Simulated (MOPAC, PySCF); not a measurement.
C4H12O4Sn, SMILES `C[O][Sn]([O]C)([O]C)[O]C`, neutral singlet in the gas phase. 

Cartesian coordinates (Å):
```xyz
21

C      0.3703     2.9397    -0.1118
O      1.0179     1.7142     0.2030
Sn     0.0000     0.0003    -0.0003
O     -1.3730    -0.4534     1.3871
C     -0.9409    -0.9205     2.6584
O      1.3767    -1.4502     0.1240
C      2.6224    -1.2759    -0.5383
O     -1.0207     0.1898    -1.7143
C     -2.0519    -0.7434    -2.0082
H      1.1528     3.7274    -0.1653
H     -0.1584     2.9182    -1.0915
H     -0.3644     3.2482     0.6681
H     -0.1787    -1.7295     2.5934
H     -0.5230    -0.1055     3.2944
H     -1.8297    -1.3327     3.1833
H      2.5416    -1.4059    -1.6428
H      3.0889    -0.2839    -0.3431
H      3.3154    -2.0577    -0.1587
H     -1.6537    -1.7373    -2.3197
H     -2.7526    -0.9059    -1.1583
H     -2.6391    -0.3360    -2.8595
```
Charge 0, multiplicity 1.

All levels are single points at this geometry (PBE-D3(BJ)/def2-SVP); Pople sets use spherical d functions. Orbital energies aren't observables, and empty levels follow the basis.

M06-2X/6-31G* (LANL2DZ on Sn) in PySCF gives dipole (D) = 0.00.

Task: Estimate the dipole (D) from each of these levels: PBE-D3(BJ)/def2-TZVP in PySCF; B3LYP/LANL2DZ in PySCF; BP86/6-31G* (LANL2DZ on Sn) in PySCF; PBE/6-31G* (LANL2DZ on Sn) in PySCF; SVWN5/6-31G* (LANL2DZ on Sn) in PySCF; HF/6-31G* (LANL2DZ on Sn) in PySCF; PM3 in MOPAC; PM7 in MOPAC.

Result: 
```
level                                  dipole (D)
-------------------------------------  ----------
PBE-D3(BJ)/def2-TZVP in PySCF                0.00
B3LYP/LANL2DZ in PySCF                       0.00
BP86/6-31G* (LANL2DZ on Sn) in PySCF         0.00
PBE/6-31G* (LANL2DZ on Sn) in PySCF          0.00
SVWN5/6-31G* (LANL2DZ on Sn) in PySCF        0.00
HF/6-31G* (LANL2DZ on Sn) in PySCF           0.01
PM3 in MOPAC                                 0.01
PM7 in MOPAC                                 0.00
```
